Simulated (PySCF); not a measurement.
C5H5F, SMILES F[C@@H](C#C)C=C. Geometry optimised at PBE-D3(BJ)/def2-SVP. The structure was generated by enumeration; whether it is a known compound was not checked. Other conformers were not sampled.

Problem. Give the equilibrium geometry at PBE-D3(BJ)/def2-SVP (PySCF confirms it by a frequency run) as a Z-matrix. (Estimate from the structure and the level; the computed values follow.)

Solution. Several could match; the one computed here: 
```
C
F 1 1.3930
H 1 1.1181 2 107.03
C 1 1.4689 3 108.19 2 -118.87
C 4 1.2216 3 149.10 1 178.33
H 5 1.0813 3 160.74 1 179.26
C 1 1.5132 3 108.92 2 119.81
C 7 1.3402 1 123.37 3 -118.91
H 8 1.1002 7 121.11 1 179.82
H 8 1.1004 9 118.23 7 179.96
H 7 1.1032 8 121.80 9 -0.31
```
Charge 0, spin multiplicity 1.
